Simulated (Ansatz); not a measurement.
Saddle point of SiH2Cl3F, closed shell (SiCl₃F ([F][Si]([Cl])([Cl])[Cl]) + H₂ → SiHCl₃ ([Cl][SiH]([Cl])[Cl]) + HF; bonds formed: Si1–H7, F2–H6; bonds broken: Si1–F2, H6–H7), PBE0-D4/def2-TZVP structure:

```
7
angstrom
Si -0.2483 -0.2265 -0.0605
F 0.1675 1.3294 0.9272
Cl 0.1393 -1.7654 -1.3919
Cl -0.6300 -1.2434 1.6495
Cl -1.7904 0.7262 -0.9649
H 1.0544 0.9440 0.2432
H 1.3075 0.2356 -0.4028
```

Energies are electronic, without zero-point energy. Barriers and step energies count from the start structure reached by relaxing down the imaginary mode; all methods use the PBE0-D4 structures, on which another method's saddle can fall below an end. Ansatz 0.2.0; basis: def2-TZVPP, with def2-QZVPP for the basis limit; cores frozen in the correlated methods. B3LYP uses VWN-RPA correlation. Extrapolation: Hartree–Fock as exp(−7.88 √X), correlation as X^−2.97.

```json
{"method": "SPW92", "barrier (kJ/mol)": "192.1", "step energy (kJ/mol)": "95.8"}
{"method": "PBE-D4", "barrier (kJ/mol)": "231.7", "step energy (kJ/mol)": "100.7"}
{"method": "BLYP-D4", "barrier (kJ/mol)": "258.1", "step energy (kJ/mol)": "109.9"}
{"method": "r2SCAN-D4", "barrier (kJ/mol)": "253.3", "step energy (kJ/mol)": "115.5"}
{"method": "B97M-V", "barrier (kJ/mol)": "?", "step energy (kJ/mol)": "119.0"}
{"method": "PBE0-D4", "barrier (kJ/mol)": "?", "step energy (kJ/mol)": "101.4"}
{"method": "B3LYP-D4", "barrier (kJ/mol)": "270.0", "step energy (kJ/mol)": "109.6"}
{"method": "r2SCAN0-D4", "barrier (kJ/mol)": "265.0", "step energy (kJ/mol)": "112.3"}
{"method": "BHLYP-D4", "barrier (kJ/mol)": "291.8", "step energy (kJ/mol)": "111.8"}
{"method": "CAM-B3LYP-D4", "barrier (kJ/mol)": "270.1", "step energy (kJ/mol)": "111.4"}
{"method": "wB97X-V", "barrier (kJ/mol)": "267.0", "step energy (kJ/mol)": "109.3"}
{"method": "wB97M-V", "barrier (kJ/mol)": "264.0", "step energy (kJ/mol)": "110.8"}
{"method": "B2PLYP", "barrier (kJ/mol)": "275.1", "step energy (kJ/mol)": "111.0"}
{"method": "PBE-QIDH", "barrier (kJ/mol)": "267.0", "step energy (kJ/mol)": "106.5"}
{"method": "RPA on PBE", "barrier (kJ/mol)": "?", "step energy (kJ/mol)": "108.1"}
{"method": "HF", "barrier (kJ/mol)": "348.0", "step energy (kJ/mol)": "114.6"}
{"method": "MP2", "barrier (kJ/mol)": "273.6", "step energy (kJ/mol)": "111.7"}
{"method": "CCSD", "barrier (kJ/mol)": "288.1", "step energy (kJ/mol)": "108.0"}
{"method": "CCSD(T)", "barrier (kJ/mol)": "277.3", "step energy (kJ/mol)": "108.4"}
```

(1) Fill in the withheld barriers. (An estimate is asked for; the value comes from the calculation.)

No T1 diagnostic of these runs exceeds 0.011.

Results:

(1) By the calculation: RPA on PBE 275.3; PBE0-D4 250.9; B97M-V 269.4 kJ/mol. Each is the energy of the saddle less that of the start structure, by the same method.

For comparison, the barrier by CCSD(T) at an estimated basis limit (MP2 extrapolated from triple and quadruple zeta, plus CCSD(T) − MP2 in triple zeta) is 274.6 kJ/mol.

Labels in which every atom is bracketed show which atoms are joined, not bond orders.

For scale, one of the runs: CCSD(T)/def2-TZVPP, 227 basis functions, launched by `ansatz run in.yaml --threads 4 --pin off --events-out ev --progress --plain --max-ram 9574MiB`. Hardware: 4 CPU threads of a Oxide Virtual Turin-like, shared host. Wall time 81 s; peak host memory 3.5 GiB.
